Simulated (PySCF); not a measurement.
Coordinates in bohr (charge 0 multiplicity 7):
```
Co    1.1405   -1.6998    0.9208
Co   -1.1405    1.6998   -0.9208
O    -0.5997    0.8938    2.3926
O     0.5997   -0.8938   -2.3926
```

Computed with UPBE0/[Co def2-TZVP, O def2-TZVP], no relativity, density fitting, PySCF.

This geometry of Co2O2 is a stationary point at this level.

What is the point group?

D2h.

Is it a minimum?

Yes: all harmonic wavenumbers are real.

What are the dipole moment and the gap between the highest occupied and lowest empty levels of either spin?

0.00 D and 3.39 eV.

What is the atomisation energy, with and without zero-point energy?

1095 kJ/mol without, 1079 kJ/mol with.

The spin densities have lower symmetry than the nuclear frame, so modes carry no symmetry labels. This need not be the most stable arrangement of these atoms. With open d or f shells other occupations or spin states may lie lower.
